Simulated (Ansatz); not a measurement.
Consider the formal exchange of groups at a B–Si bond: `CB([SiH3])BCl` + `C=C` → `C=CB(C)BCl` + SiH₄.

Isolated molecules relaxed with PBE0-D4/def2-TZVP in Ansatz; ΔE leaves out vibrations. CCSD(T)/CBS adds triple-zeta CCSD(T) − MP2 to the extrapolated MP2 energy (def2 sets, frozen cores). This one scheme is used for every species. One conformer a species, not always the lowest.

`CB([SiH3])BCl`:

Z-matrix (Å, degrees):
```
C
B 1 1.560
H 1 1.092 2 114.8
H 1 1.104 2 103.4 3 -115.0
H 1 1.092 2 115.6 3 129.7
Si 2 2.032 1 118.3 3 -152.3
B 2 1.649 1 126.5 3 28.4
H 6 1.493 2 106.2 1 81.2
H 6 1.488 2 115.1 1 -159.5
H 6 1.491 2 111.0 1 -35.9
Cl 7 1.758 2 118.0 1 -94.9
H 7 1.197 2 126.0 1 89.3
```

`C=C`:

```xyz
6

C     0.624   -0.022    0.219
C    -0.624    0.022   -0.219
H     0.870   -0.426    1.195
H     1.451    0.343   -0.379
H    -0.870    0.426   -1.195
H    -1.451   -0.343    0.380
```

`C=CB(C)BCl`:

```xyz
13

C     0.002   -0.855   -1.973
C    -0.729   -0.575   -0.890
B    -0.149    0.192    0.329
C     1.373    0.122    0.698
B    -1.180    1.089    1.301
Cl   -1.971    0.282    2.646
H     1.062   -0.624   -2.018
H    -0.427   -1.299   -2.867
H    -1.791   -0.815   -0.936
H     1.444   -0.536    1.577
H     1.791    1.079    1.021
H     2.015   -0.311   -0.073
H    -1.440    2.251    1.185
```

SiH₄:

Z-matrix (Å, degrees):
```
Si
H 1 1.485
H 1 1.485 2 109.5
H 1 1.485 2 109.5 3 -120.0
H 1 1.485 2 109.5 3 120.0
```

```tsv
species	CCSD(T)/CBS(def2) energy (Eh)
`CB([SiH3])BCl`	-840.71225
`C=C`	-78.48111
`C=CB(C)BCl`	-627.74176
SiH₄	-291.46306
```

(1) Work out ΔE.

Largest T1 diagnostic among the species: 0.013.

## Answers

(1) ΔE = (-627.74176) + (-291.46306) − (-840.71225) − (-78.48111) = -0.01146 Eh = -0.31 eV.

From PBE to PBE0 (25 % exact exchange), in def2-TZVPP and without D4, ΔE moves by −0.03 eV.
